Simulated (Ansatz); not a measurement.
Ansatz results at the PBE0-D4/def2-TZVP geometry: size of the dipole moment (ωB97M-V/def2-TZVPP) 2.17 D; LUMO energy (PBE0/def2-TZVPP) -1.24 eV; HOMO–LUMO gap (PBE/def2-TZVPP) 4.41 eV.

Each molecule was computed in one conformer, which needn't be the lowest.

Task: Which molecule gave them?
A. `CC1=C[CH]1[SnH3]`
B. `C=C1CCS1`
C. `O/C=C\F`
D. `C=NC(F)O[SiH3]`

Result: D. The others give `CC1=C[CH]1[SnH3]`: 1.93, 0.08, 4.38; `O/C=C\F`: 0.75, 0.90, 5.34; `C=C1CCS1`: 1.84, 0.02, 4.01.
